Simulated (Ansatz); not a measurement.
`F[SiH](F)Cl` + CH₃SH → `CS[SiH](F)Cl` + H–F at 500 K and 1 bar (ligand exchange at the Si–F bond).

Gas-phase electronic energies from Ansatz, PBE0-D4/def2-TZVP geometries. CBS: MP2 limit from def2 TZ/QZ plus the TZ coupled-cluster correction, frozen cores. This one scheme is used for every species. One conformer a species, not always the lowest.

| species | CCSD(T)/CBS energy (Eh) | H − E (kJ/mol) | S (J/(mol·K)) |
| --- | --- | --- | --- |
| `F[SiH](F)Cl` | -949.23245 | 73.8 | 338.6 |
| CH₃SH | -438.22835 | 145.1 | 283.7 |
| `CS[SiH](F)Cl` | -1287.03339 | 185.7 | 424.7 |
| H–F | -100.39570 | 39.4 | 188.7 |

H − E and S are ideal-gas, rigid-rotor, harmonic terms from PBE0-D4/def2-TZVP, for one conformer and one mirror image of each species. 1 Eh = 2625.50 kJ/mol, R = 8.31446 J/(mol·K).

Q: By hand: ΔE, ΔH, ΔS and ΔG.

A: ΔE = (-1287.03339) + (-100.39570) − (-949.23245) − (-438.22835) = 0.03171 Eh = 83.3 kJ/mol. Δ(H − E) = 185.7 + 39.4 − 73.8 − 145.1 = 6.2, so ΔH = 89.5 kJ/mol. ΔS = 424.7 + 188.7 − 338.6 − 283.7 = -8.9 J/(mol·K). ΔG = 89.5 − 500 × (-8.9)/1000 = 94.0 kJ/mol.

Q: By hand: the equilibrium constant, and the temperature at which ΔG would vanish if ΔH and ΔS stayed fixed.

A: log₁₀ K = −ΔG/(RT ln 10) = -9.8. ΔH and −TΔS have one sign here, so there is no such temperature.

The number of gas molecules stays the same, so ΔS is small and ΔH decides. A doubt of 5 kJ/mol in ΔE shifts log₁₀ K by 0.5 here. Other conformers and mirror images would add mixing entropy, several J/(mol·K) or more a flexible species. Modes under 60 cm⁻¹, often nearly free rotors, make the harmonic entropy too high. These are equilibria of isolated gas molecules and say nothing of rates. Largest T1 diagnostic: 0.011 (customary marks: 0.02 for closed shells, 0.045 for open ones).

ΔS is within the doubt of such terms, so its sign, and with it that verdict, could turn.
